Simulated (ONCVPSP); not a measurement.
# Te: one change to an ONCV potential, before and after

```json
{
 "Element": "Te (Z = 52)",
 "Generator": "ONCVPSP 4.0.1",
 "Type": "optimised norm-conserving Vanderbilt (ONCV)",
 "Functional": "LDA (Perdew-Zunger)",
 "Relativity": "fully relativistic",
 "Frozen core": "[Kr] 4d10",
 "Valence charge": "6",
 "Reference configuration": "5s1.5 5p4.5",
 "Partial waves": "5s: rc 1.90 bohr, ncon 3, nbas 7, qcut 3.5 1/bohr, 2 projectors, debl 0.4 Ha; 5p: rc 2.10 bohr, ncon 5, nbas 8, qcut 4.7 1/bohr, 2 projectors, debl 3.8 Ha",
 "Local potential": "polynomial inside 1.45 bohr (lpopt 5, dvloc0 4 Ha)",
 "Core correction": "Teter function, fcfact 3.75, rcfact 1.35"
}
```

Open shells are filled in proportion to 2j + 1.

In the s channel the program set the typed energies aside and used -0.578, 0.250 Ha.

Change: scalar-relativistic. In the s channel the program set the typed energies aside and used -0.579, 0.250 Ha.

Cutoffs: the cutoffs (Ha) at which the residual kinetic energy of the hardest occupied pseudo-wave falls to 1 and 0.1 mHa per electron; they do not see the model core or the augmentation charge, which bear on the density cutoff. Errors are all-electron minus pseudo energies relative to the spin-unpolarised reference configuration.

Q: What does the change do?

A: The potential gets neither clearly harder nor softer (12 Ha and 38 Ha → 12 Ha and 38 Ha); of the 4 tests that both files solve, the error grows in 2 and shrinks in 0 by more than 15 % and 0.3 meV (median size 3.2 → 4.3 meV); neither file shows a bound ghost.

| quantity | base | changed |
| --- | --- | --- |
| cutoff, loose | 12 Ha | 12 Ha |
| cutoff, tight | 38 Ha | 38 Ha |
| loose cutoff by channel | s 12 Ha, p 8.4 Ha | s 12 Ha, p 7.8 Ha |
| bound ghosts | none | none |
| GHOST(+) flags under 300 eV | s at 35.7 eV, p3/2 at 158.8 eV, p1/2 at 167.3 eV | s at 35.0 eV, p at 161.0 eV |
| error for 5s2 5p4, meV [ΔE -4.63 → -4.65 eV] | -3.2 | -3.0 |
| error for 5s2 5p3, meV [ΔE 5.31 → 5.27 eV] | -3.1 | -5.6 |
| error for 5s2 5p2, meV [ΔE 23.51 → 23.44 eV] | -13 | -21 |
| error for 5s1 5p5, meV [ΔE 4.68 → 4.70 eV] | -1.6 | -1.8 |
| s: phases at 1.93 bohr within 0.05 rad from the reference energy up to (Ha; the scan ends near 5) | 1.3 | 1.3 |
| rms error of d²Exc/dni dnj with the model core, mHa | 5.62 | 1.95 |

Base: The cutoffs count occupied waves only; projector 2 of the p channel, the hardest unoccupied one, needs 50 Ha at the loose tolerance. Changed file: The cutoffs count occupied waves only; projector 2 of the p channel, the hardest unoccupied one, needs 47 Ha at the loose tolerance.
